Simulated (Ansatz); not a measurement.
Calculated with Ansatz (gas phase, PBE0-D4/def2-TZVP geometries, no zero-point term in ΔE). CBS: MP2 limit from def2 TZ/QZ plus the TZ coupled-cluster correction, frozen cores. DFT in def2-TZVPP. B3LYP here is the variant with VWN-RPA as its local correlation; programs differ in this. For Se outer-core shells are correlated without core-valence functions, which leaves a few kJ/mol of doubt a bond. Scalar relativity is left out up to krypton. Each species was taken in one conformer, which may not be the lowest.

`C[SiH2][SiH2]O` + `C[Se]CO` → `OC[SiH2][SiH2]O` + `C[Se]C`  (redistribution)

```
             level  ΔE (kJ/mol)  difference from CCSD(T)/CBS
            PBE-D4         39.2                          4.5
         r2SCAN-D4         40.3                          5.6
           ωB97X-V         34.0                         -0.7
            r2SCAN         40.2                          5.5
              PBE0         36.5                          1.8
             B3LYP         34.4                         -0.3
     HF/def2-TZVPP         28.6                         -6.1
    MP2/def2-TZVPP         36.9                          2.2
SCS-MP2/def2-TZVPP         33.9                         -0.8
   CCSD/def2-TZVPP         33.2                         -1.5
CCSD(T)/def2-TZVPP         34.9                          0.2
     HF/def2-QZVPP         28.0                         -6.7
    MP2/def2-QZVPP         36.6                          1.9
SCS-MP2/def2-QZVPP         33.5                         -1.2
     MP2/CBS(def2)         36.7                          2.0
    CCSD/CBS(def2)         33.0                         -1.7
       CCSD(T)/CBS         34.7                            0
```

Largest T1 diagnostic among the species: 0.012.

In def2-TZVPP, CCSD(T) changes the Hartree–Fock value by +6.3 kJ/mol (the triples alone add +1.7 kJ/mol) and MP2 by +8.3 kJ/mol.
